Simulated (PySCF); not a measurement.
# Stretching GdAs

Set-up: PySCF, spin-free X2C with a Gaussian nucleus, basis sets Gd ANO-RCC-VDZP, As ANO-RCC-VDZP. Energies in eV from Gd (4f7 5d1 6s2) + As in their ground configurations at the same level. State: decet, about 7.0 electrons in the 4f shell (Mulliken).

All columns are B2PLYP. A positive dipole means Gd(−)As(+).

| R (Å) | E (eV) | μ (D) | Mulliken charge on Gd (basis-dependent) | HOMO (eV) | LUMO (eV) | Mayer bond order | ⟨S²⟩ |
| --- | --- | --- | --- | --- | --- | --- | --- |
| 2.202 | -0.919 | -5.17 | 0.45 | -5.16 | -2.07 | 2.35 | 24.77 |
| 2.304 | -1.664 | -5.68 | 0.46 | -5.24 | -1.88 | 2.29 | 24.77 |
| 2.406 | -2.086 | -6.12 | 0.47 | -5.32 | -1.72 | 2.24 | 24.78 |
| 2.483 | -2.246 | -6.41 | 0.47 | -5.37 | -1.61 | 2.21 | 24.78 |
| 2.560 | -2.307 | -6.67 | 0.47 | -5.43 | -1.63 | 2.18 | 24.78 |
| 2.637 | -2.291 | -6.88 | 0.47 | -5.42 | -1.70 | 2.15 | 24.79 |
| 2.739 | -2.183 | -7.09 | 0.47 | -5.33 | -1.79 | 2.10 | 24.81 |
| 2.867 | -1.948 | -7.17 | 0.46 | -5.28 | -1.87 | 2.02 | 24.85 |
| 3.021 | -1.585 | -6.81 | 0.43 | -5.23 | -1.95 | 1.87 | 24.90 |
| 3.226 | -1.032 | -6.06 | 0.38 | -5.16 | -1.95 | 1.57 | 25.04 |

A fit through these points gives, at Re = 2.580 Å, μ = -6.73 D and dμ/dR = -2.94 D/Å; the reduced mass is 50.81 u.

**Question.** How strong is the fundamental in the double-harmonic approximation, I = 42.26·(dμ/dR)²/μred km/mol?

**Answer.** I = 42.26·(-2.94)²/50.81 = 7.19 km/mol at B2PLYP.

Correlated steps freeze 27 core orbitals. ⟨S²⟩ of the unrestricted solution departs from its pure value on part of the curve, where spin states mix. These are scalar-relativistic numbers at best; spin–orbit coupling would shift them, the dissociation energy most. B2PLYP dipoles, levels and charges come from its SCF part alone. The state is the lowest single determinant that the PBE0 search found; with open d or f shells the true ground state can be another one.
